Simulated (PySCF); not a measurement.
Ti(F)3(NH2) (F3H2NTi), SMILES [NH2][Ti]([F])([F])[F], multiplicity 1.

The structure is a stationary point at PBE-D3(BJ)/def2-SVP. The spin state was assumed, not searched. The structure was generated by enumeration; whether it is a known compound was not checked. The values are those of a single conformer.

Two levels are set side by side: PBE/def2-TZVP (PySCF) and r2SCAN/def2-TZVP (PySCF). Same geometry, gas phase. Differences are taken from unrounded values.

```csv
quantity,PBE
orbital gap (eV),3.52
highest occupied level (eV),-7.04
lowest empty level (eV),-3.52
dipole moment (D),2.81
mean polarisability (bohr³),41.8
```

Q: These are the PBE values. What does r2SCAN give? (Estimate from the structure and the level; the computed values follow.)

A: 
```json
[
 {"quantity": "orbital gap (eV)", "r2SCAN": "3.90", "PBE minus r2SCAN": "-0.39"},
 {"quantity": "highest occupied level (eV)", "r2SCAN": "-7.38", "PBE minus r2SCAN": "0.34"},
 {"quantity": "lowest empty level (eV)", "r2SCAN": "-3.48", "PBE minus r2SCAN": "-0.05"},
 {"quantity": "dipole moment (D)", "r2SCAN": "2.87", "PBE minus r2SCAN": "-0.06"},
 {"quantity": "mean polarisability (bohr³)", "r2SCAN": "40.4", "PBE minus r2SCAN": "1.4"}
]
```

Rough cost on one machine, each run with all the roots and properties that it gave: r2SCAN against PBE about 3 times.
